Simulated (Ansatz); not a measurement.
C3H9BO can be A, `BOCCC`, or B, `CBCOC`.

Calculated with Ansatz (gas phase, PBE0-D4/def2-TZVP geometries, no zero-point term in ΔE). CCSD(T)/CBS adds triple-zeta CCSD(T) − MP2 to the extrapolated MP2 energy (def2 sets, frozen cores). DFT in def2-TZVPP. B3LYP here is the variant with VWN-RPA as its local correlation; programs differ in this. Each species was taken in one conformer, which may not be the lowest.

A:

Z-matrix (Å, degrees):
```
C
O 1 1.419
C 1 1.512 2 110.7
H 1 1.097 2 109.8 3 -122.5
H 1 1.095 2 107.2 3 120.2
B 2 1.338 1 122.3 3 113.4
C 3 1.519 1 111.8 2 176.7
H 3 1.094 1 108.7 2 54.6
H 3 1.095 1 108.8 2 -61.2
H 6 1.197 2 117.0 1 -179.0
H 6 1.204 2 120.2 1 1.0
H 7 1.091 3 111.1 1 179.9
H 7 1.093 3 111.3 1 -60.2
H 7 1.093 3 111.4 1 59.9
```

B:

Z-matrix (Å, degrees):
```
C
B 1 1.550
H 1 1.091 2 113.9
H 1 1.102 2 105.3 3 -116.3
H 1 1.092 2 114.0 3 128.5
C 2 1.558 1 123.6 3 21.3
H 2 1.203 1 120.9 3 -161.2
O 6 1.405 2 114.4 1 -1.8
H 6 1.108 2 108.4 1 122.5
H 6 1.108 2 107.8 1 -125.6
C 8 1.399 6 112.8 2 -179.6
H 11 1.100 8 111.5 6 60.4
H 11 1.100 8 111.6 6 -60.6
H 11 1.091 8 107.8 6 179.9
```

Question: Which isomer does CCSD(T)/CBS put lower? Give the gap. (Estimate.)

Answer: Computed: A, by 147.5 kJ/mol.

Question: Give E(B) − E(A) in kJ/mol with B3LYP-D4, MP2/def2-TZVPP, PBE0-D4, r2SCAN-D4, ωB97M-V, CCSD(T)/def2-TZVPP, B2PLYP. (An estimate is asked.)

Answer: Computed: B3LYP-D4 139.6, MP2/def2-TZVPP 151.8, PBE0-D4 136.2, r2SCAN-D4 136.1, ωB97M-V 140.4, CCSD(T)/def2-TZVPP 148.1, B2PLYP 144.7. None reverses the order clearly.

Largest T1 diagnostic: 0.012.

From PBE to PBE0 (25 % exact exchange), in def2-TZVPP and without D4, E(B) − E(A) moves by +3.0 kJ/mol.
